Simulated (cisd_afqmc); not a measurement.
Input (AFQMC/CISD/def2-QZVPP; cisd_afqmc is a phaseless AFQMC code with CISD trial states that reads the integrals written by Ansatz): A basis named .json is the Basis Set Exchange file of that set.

Ansatz 0.2 input:
```python
import cisd_afqmc

open("ham.yaml", "w").write("""\
crystal:
  periodic: [false, false, false]
  atoms:
    - {symbol: Hg, position_ang: [0.00000000, 0.00000000, 0.00000000]}
basis:
  gaussian:
    orbitals: def2-QZVPP.json
magnetization: {spin_polarized: false}
correlation: {method: ccsd, electrons: outside_noble_gas, hamiltonian_folder: ham}
scf: {lower_state_search: full}
""")
rep = cisd_afqmc.ansatz("ham.yaml")
e_ccsd = rep["correlation"]["coupled_cluster"]["energy"]["hartree"]
out = cisd_afqmc.run("ham", e_ccsd, trial="CISD", walkers=100, populations=8, threads=8, dt=0.005, steps=40, early=36, settle=10, least=32,
    cut=5e-5, rank_cut=2e-4, target=0.0004, seconds=1500, seed=1, memory=12960, gpu=False)
```

Output:

```
orbitals 84, occupied [6], factors 439 of 590, rank of the doubles 259 of 468
E(HF) = -152.554579
E(CCSD) on the cut factors = -152.972792, shift to the whole factors 0.000009
Energy of the trial state on the determinant = -152.972764
  tau behind 10.8 of longer steps, mean of the populations' last blocks
   2.0  -152.98895
   4.0  -152.98846
   6.0  -152.99143
   8.0  -152.98850
blocks 411 (0 outliers left out), error by blocks joined: 1: 0.00027, 2: 0.00032, 4: 0.00034, 8: 0.00037, 16: 0.00039
E(AFQMC/CISD) = -152.98995 +/- 0.00039
```
